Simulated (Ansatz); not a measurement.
Frontier orbitals of C3H6BNO, SMILES `CB(C)N=C=O`.

Total charge 0; spin multiplicity 1. The structure was optimised at the PBE0-D4/def2-TZVP level. It is one conformer, not always the lowest. Basis def2-TZVPP, the Gaussian-basis code of Ansatz.

Orbital energies of one run (eV). Highest occupied ones, from the top: -7.06, -8.02, -8.74, -9.54, -10.00, -10.22, -10.64, -11.01, -11.90, -11.91, -13.10, -15.89, -18.16, -19.12. Empty: -1.47, -0.01, 0.77, 1.27, 1.60, 2.00.

Problem. Which functional gave them?
A. B97M-V
B. B3LYP
C. revPBE
D. HSE06 (plane-wave form)

Solution. A. HOMO energies: B97M-V -7.06, revPBE -6.66, HSE06 -7.69, B3LYP -7.88 eV.

B3LYP here is the variant with VWN-RPA as its local correlation; programs differ in this.
